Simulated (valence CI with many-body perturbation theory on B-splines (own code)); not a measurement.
Rb XXII: magnetic and hyperfine properties of the levels

Calculated by relativistic CI+MBPT: six valence electrons over a frozen Dirac-Fock core [Ne], radial functions for each j: 9 s, 9 p, 8 d, 6 f, 3 g, 1 h, with the one-electron correlation potential Σ1, the two-electron term Σ2, the three-electron term Σ3, Breit, model QED; selected CI, second order for the rest, scaled by the run's own slope (own B-spline code, finite nucleus).

No measured levels were compared; by estimate levels of excited configurations hold to 0.05 to 0.15 % of their energy, terms of the ground configuration to about 0.5 %. Among the levels kept, up to 1500 cm⁻¹ of a level comes from second order outside the variational space, and about a tenth of that is noise between levels of different J, which matters for small intervals.

A/g_I is the dipole constant over the nuclear g factor μ/I (μ in nuclear magnetons, uniformly magnetised nucleus), B/Q the quadrupole constant per barn. Both hold the static response of the core; the bare values leave it out. Large factors of s and p1/2 electrons are usually good to 5 to 10 %; those of open d and f shells near neutrality can be off by tens of per cent, and small factors of p3/2, d and f electrons come from cancelling terms and can be off by a factor of two or in sign, in half-filled shells by more. B is blank for J = 1/2, where it vanishes, and for nearly pure S terms. Energies count from the lowest level. Levels with J = 0 are left out.

Names give the largest LS component (configuration and term), which can be under half, so a name can repeat, a term be missing and a line seem to break the LS rules; names also repeat where a configuration has a term twice. Letters in brackets count levels of one name in rising energy.

| Level | E (eV) | g | A/g_I (MHz) | A/g_I bare | B/Q (MHz/b) | B/Q bare |
| --- | --- | --- | --- | --- | --- | --- |
| 3s2 3p4 3P_2 | 0.00 | 1.412 | 16500 | 16500 | 15600 | 15200 |
| 3s2 3p4 3P_1 | 11.27 | 1.499 | -1950 | -1250 | -15400 | -15000 |
| 3s2 3p4 1D_2 | 15.91 | 1.084 | 36600 | 35500 | -46600 | -45300 |
| 3s 3p5 3P°_2 | 72.24 | 1.498 | 73600 | 71500 | -27600 | -26800 |
| 3s 3p5 3P°_1 | 77.67 | 1.419 | 16800 | 17100 | 8810 | 8540 |
| 3s2 3p3 3d 5D°_2 [a] | 90.52 | 1.220 | 9760 | 10100 | -1760 | -1700 |
| 3s2 3p3 3d 5D°_3 | 90.87 | 1.374 | 7280 | 7820 | 6140 | 6140 |
| 3s2 3p3 3d 5D°_1 | 91.77 | 1.421 | 21800 | 21800 | -4810 | -4840 |
| 3s2 3p3 3d 5D°_4 | 92.80 | 1.429 | 4130 | 4690 | 6820 | 7160 |
| 3s 3p5 1P°_1 | 93.11 | 1.108 | 78800 | 76000 | -16900 | -16500 |
| 3s2 3p3 3d 5D°_2 [b] | 95.34 | 1.197 | 4660 | 5080 | -5930 | -5670 |
| 3s2 3p3 3d 3D°_3 [a] | 100.28 | 1.231 | 3580 | 4050 | 15000 | 14800 |
| 3s2 3p3 3d 3D°_1 [a] | 100.93 | 0.587 | 26300 | 25400 | -3060 | -2920 |
| 3s2 3p3 3d 3F°_2 [a] | 101.29 | 0.923 | 27100 | 26400 | -29700 | -28800 |
| 3s2 3p3 3d 3F°_3 [a] | 102.88 | 1.157 | 22600 | 22400 | -21000 | -20400 |
| 3s2 3p3 3d 3G°_3 | 104.61 | 0.964 | 6970 | 7050 | 20200 | 20200 |
| 3s2 3p3 3d 3G°_4 | 105.16 | 1.184 | 16500 | 16500 | -6450 | -5980 |
| 3s2 3p3 3d 3F°_4 [a] | 107.54 | 1.203 | 7820 | 8060 | 30800 | 30300 |
| 3s2 3p3 3d 1G°_4 | 109.32 | 1.032 | 21700 | 21300 | -2730 | -2080 |
| 3s2 3p3 3d 3D°_1 [b] | 109.78 | 0.593 | 4460 | 4440 | -2910 | -2720 |
| 3s2 3p3 3d 3G°_5 | 110.07 | 1.198 | 17700 | 17500 | 6350 | 6710 |
| 3s2 3p3 3d 1D°_2 | 111.87 | 0.977 | 24100 | 23800 | 16600 | 16300 |
| 3s2 3p3 3d 3P°_1 [a] | 114.70 | 1.419 | 2940 | 3870 | -1630 | -1640 |
| 3s2 3p3 3d 3D°_2 | 116.90 | 1.183 | -4740 | -3990 | 17100 | 16900 |
| 3s2 3p3 3d 3F°_3 [b] | 118.33 | 1.065 | 16900 | 16700 | 4800 | 5130 |
| 3s2 3p3 3d 3F°_2 [b] | 118.47 | 0.952 | 17500 | 17200 | 15600 | 15400 |
| 3s2 3p3 3d 3D°_3 [b] | 120.58 | 1.185 | 17100 | 17000 | 5850 | 5930 |
| 3s2 3p3 3d 3P°_2 [a] | 121.91 | 1.300 | 20100 | 20000 | 5440 | 5250 |
| 3s2 3p3 3d 3P°_1 [b] | 123.79 | 1.448 | 19100 | 18900 | -5060 | -4880 |
| 3s2 3p3 3d 3F°_4 [b] | 123.82 | 1.193 | 10000 | 10200 | -1560 | -1010 |
| 3s2 3p3 3d 3D°_3 [c] | 125.94 | 1.252 | 6920 | 7300 | 11500 | 11400 |
| 3s2 3p3 3d 3S°_1 | 126.00 | 1.587 | 3930 | 4800 | -4080 | -3990 |
| 3s2 3p3 3d 3P°_2 [b] | 126.46 | 1.363 | 7880 | 8310 | 17000 | 16500 |

Q: Take the isotope of mass number 87, with I = 3/2, μ = 2.75129 μN and Q = 0.1335 b. What is the hyperfine structure of 3s 3p5 3P°_1?

A: From the table A = 30900 MHz, B = 1180 MHz. Shifts from the centre of gravity in MHz: F = 1/2: -75800, F = 3/2: -32100, F = 5/2: 46600.
